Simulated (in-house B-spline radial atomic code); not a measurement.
## S VI (S5+): [Ne] 3s1

Computed with a B-spline radial code for spherical atoms: non-relativistic OLYP, spin-polarised, spherical fractional occupations, point nucleus.

Screening seen three ways: the hydrogenic charge with the same mean radius, Z_r = [3n² - l(l+1)]/(2<r>), the one with the same energy, Z_e = n√(-2ε), and Slater's rules. Values are occupation-weighted means over spin.

```csv
shell,electrons,ε (eV),<r> (bohr),Z_r,Z_e,Slater
1s,2,-2481.1,0.09727,15.42,13.50,15.70
2s,2,-290.94,0.4767,12.59,9.25,11.85
2p,6,-237.2,0.4375,11.43,8.35,11.85
3s,1,-81.526,1.417,9.53,7.34,7.20
```

The least bound orbital is 3s up at -81.53 eV, and it is also the most diffuse (<r> = 1.417 bohr).

The density falls to 0.001 bohr⁻³ at 2.53 bohr; Σ<r²> = 4.2722 bohr² gives, by the non-relativistic formula and without the paramagnetism of open shells, a Langevin diamagnetic susceptibility of -3.384×10⁻⁶ cm³/mol.
